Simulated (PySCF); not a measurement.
How methods differ on the ionisation energy of Be⁺

Be⁺ [He] 2s1 (2S) → Be²⁺ 1s2 (1S), as a difference of total energies. All numbers are calculated (PySCF 2.14, scalar relativity by spin-free X2C-1e, in ANO-RCC-VTZP (4s3p2d1f, 30 functions)). Correlated levels: valence and next inner shell: nothing frozen. The calculations carry no spin-orbit coupling.

```tsv
method	ionisation energy (eV)
UHF	18.129
MP2 (valence and next inner shell)	18.157
SCS-MP2 (valence and next inner shell)	18.152
CCSD (valence and next inner shell)	18.159
CCSD(T) (valence and next inner shell)	18.160
CCSDT (valence and next inner shell)	18.160
```

**Question.** How much does correlation contribute at CCSD(T) (valence and next inner shell)?

**Answer.** 18.160 − (18.129) = 0.031 eV, measured against UHF.

Errors of the correlated levels include the incompleteness of this basis.

For comparison: 18.211 eV (measured; NIST Atomic Spectra Database, ionization energies).
